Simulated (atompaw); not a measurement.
## What one change does to a pseudopotential (V (Z = 23), PAW (atompaw))

* Element: V
* Generator: atompaw 4.2.0.5
* Type: PAW
* Functional: PBE
* Relativity: scalar-relativistic
* Frozen core: [Ne]
* Valence charge: 13
* Reference configuration: 3s2 3p6 3d3 4s1.5 4p0 (charge +0.5)
* Partial waves: 3s (bound): rc 1.40 bohr; 4s (bound): rc 1.40 bohr; 3p (bound): rc 1.70 bohr; 4p (bound, empty): rc 2.40 bohr; 3d (bound): rc 2.40 bohr; 3d channel at 0.6 Ry: rc 2.40 bohr
* Local potential: bessel scheme, radius 2.00 bohr
* Core correction: smooth core density matched at 1.30 bohr
* Augmentation charge: sinc compensation charge, radius 2.35 bohr; PAW radius 2.40 bohr; waves and projectors: custom rrkj gramschmidtortho

Change: all radii scaled by about 0.86 (s 1.20, p 1.46, d 2.08 bohr); local potential bessel scheme, radius 1.72 bohr; augmentation sinc compensation charge, radius 2.04 bohr; PAW radius 2.08 bohr; waves and projectors: custom rrkj gramschmidtortho; core correction smooth core density matched at 1.12 bohr.

Cutoffs: the cutoffs (Ry, on a coarse ladder) from which the occupation-weighted sum of valence levels, in a spherical-Bessel basis at the reference potential, stays within 10 and 1 mRy of its value at 400 Ry; they do not see the model core or the augmentation charge, which bear on the density cutoff.

Question: What does the change do?

Answer: The potential gets harder (35 Ry and 50 Ry → 40 Ry and 70 Ry); neither file shows a bound ghost. A smaller radius makes the pseudo-wave follow the all-electron one further in, where it bends more sharply, so more plane waves are needed.

| quantity | base | changed |
| --- | --- | --- |
| cutoff, loose | 35 Ry | 40 Ry |
| cutoff, tight | 50 Ry | 70 Ry |
| loose cutoff by channel (10 mRy a level) | s 25 Ry, p 25 Ry, d 15 Ry | s 30 Ry, p 35 Ry, d 18 Ry |
| bound ghosts | none | none |
| lowest overlap eigenvalue by channel | s 0.28, p 0.60, d 0.88 | s 0.47, p 0.54, d 0.24 |

 The cutoffs see the waves, projectors and local potential, not the compensation charge or the core.
